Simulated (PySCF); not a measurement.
Gas-phase reaction: ZnCH3 + 2 C4H6 (butadiene) ⇌ Zn + 3 C3H5 (allyl), at 2000 K and a standard pressure of 1 bar. Level: PBE/def2-TZVP†.

Method: PySCF energies plus ideal-gas RRHO corrections (1 bar). S°(298 K) at PBE0/def2-TZVP differs from the NASA 1993 table for C3H5 (allyl) (-17 J/mol/K); whether the harmonic model or the table's entry is off was not settled. † marks an energy on the PBE0/def2-TZVP geometry and frequencies. Open shells (unrestricted): ZnCH3 (multiplicity 2), C3H5 (allyl) (multiplicity 2); the rest are closed-shell singlets. Zn: all electrons, no relativistic terms. ZnCH3: computed as isolated molecules; such fragments, hydroxides, amides, oligomers or adducts are transient or little studied in the gas. The harmonic model lacks anharmonicity and excited electronic states, which grow with temperature; levels with a mode under 35 cm⁻¹ are left out. Internal rotation in C4H6 (butadiene) is treated as a harmonic vibration of one conformer, which makes the entropy rough.

```json
[
 {"species": "ZnCH3", "E (Ha)": "-1818.94825", "H(2000 K) − E (kJ/mol)": "240.0", "S°(2000 K) (J/mol/K)": "395.6"},
 {"species": "C4H6 (butadiene)", "E (Ha)": "-155.82889", "H(2000 K) − E (kJ/mol)": "521.4", "S°(2000 K) (J/mol/K)": "553.2"},
 {"species": "Zn", "E (Ha)": "-1779.12989", "H(2000 K) − E (kJ/mol)": "41.6", "S°(2000 K) (J/mol/K)": "200.6"},
 {"species": "C3H5 (allyl)", "E (Ha)": "-117.13411", "H(2000 K) − E (kJ/mol)": "410.1", "S°(2000 K) (J/mol/K)": "478.2"}
]
```
E: electronic energy; H − E holds the zero-point and thermal terms. 1 Ha = 2625.5 kJ/mol.

**Question.** Work out ΔH°, ΔS°, ΔG° and log10 K from these numbers.

**Answer.** 1. ΔE = 1×(-1779.12989) + 3×(-117.13411) − 1×(-1818.94825) − 2×(-155.82889) = 0.07381 Ha = 193.8 kJ.
2. Δ(H − E) = 1×(41.6) + 3×(410.1) − 1×(240.0) − 2×(521.4) = -10.9 kJ, so ΔH° = 182.9 kJ.
3. ΔS° = 1×(200.6) + 3×(478.2) − 1×(395.6) − 2×(553.2) = 133.2 J/K; the number of gas molecules changes by +1.
4. ΔG° = ΔH° − TΔS° = 182.9 − 2000×(133.2)/1000 = -83.5 kJ.
5. log10 K = −ΔG°/(RT ln 10) = 2.18, with RT ln 10 = 38.29 kJ/mol; at standard pressures the products are favoured.
6. A shift of 10 kJ in ΔE would move log10 K by 0.26 here.
7. Lowering the total pressure from 1 bar to 0.01 bar multiplies the mole-fraction quotient K_x = K (p/p°)^(−Δn) by 10^2, which pushes the balance towards the products.
For scale, ΔH°(298 K) is 180 kJ at this level, 193 kJ at ωB97M-V/def2-TZVP†, and runs from 6 to 304 kJ over the 20 levels computed.
